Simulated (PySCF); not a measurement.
Zr(Cl)2(OH)(NH2) (Cl2H3NOZr), SMILES [Cl][Zr]([Cl])([OH])[NH2], multiplicity 1.

Coordinates come from a B3LYP-D3(BJ)/def2-SVP optimisation. The multiplicity is an assumed one; no other spin state was optimised. The structure was generated by enumeration; whether it is a known compound was not checked. The def2 effective core potentials stand for the cores of Zr; spin–orbit coupling is left out. Other conformers were not sampled.

Calculation: PySCF 2.14.0 with TDA-PBE/def2-SVPD.

Vertical excitations. Gas-phase values at a fixed geometry. State labels are in the subgroup Cs.

| state | symmetry | energy (eV) | λ (nm) | f | main pairs |
|---|---|---|---|---|---|
| S1 | A" | 4.33 | 287 | 0.007 | HOMO→LUMO 99 % |
| S2 | A' | 5.10 | 243 | 0.025 | HOMO→LUMO+1 72 %, HOMO→LUMO+3 26 % |
| S3 | A" | 5.12 | 242 | 0.000 | HOMO→LUMO+2 99 % |
| S4 | A" | 5.34 | 232 | 0.021 | HOMO−1→LUMO 77 %, HOMO−3→LUMO 13 % |
| S5 | A' | 5.43 | 228 | 0.001 | HOMO−2→LUMO 97 % |
| S6 | A" | 5.55 | 223 | 0.006 | HOMO−3→LUMO 83 % |
| S7 | A" | 5.61 | 221 | 0.019 | HOMO→LUMO+4 98 % |
| S8 | A' | 5.68 | 218 | 0.002 | HOMO−1→LUMO+1 91 % |
| S9 | A' | 5.81 | 213 | 0.004 | HOMO−4→LUMO 66 %, HOMO−3→LUMO+1 21 % |
| S10 | A" | 5.84 | 212 | 0.000 | HOMO→LUMO+5 92 % |
| T1 | A" | 4.19 | 296 | 0 | HOMO→LUMO 100 % |
| T2 | A' | 4.47 | 277 | 0 | HOMO→LUMO+1 93 % |
| T3 | A" | 5.00 | 248 | 0 | HOMO−1→LUMO 93 % |
| T4 | A" | 5.02 | 247 | 0 | HOMO→LUMO+2 94 % |
Triplets are in the Tamm–Dancoff approximation.
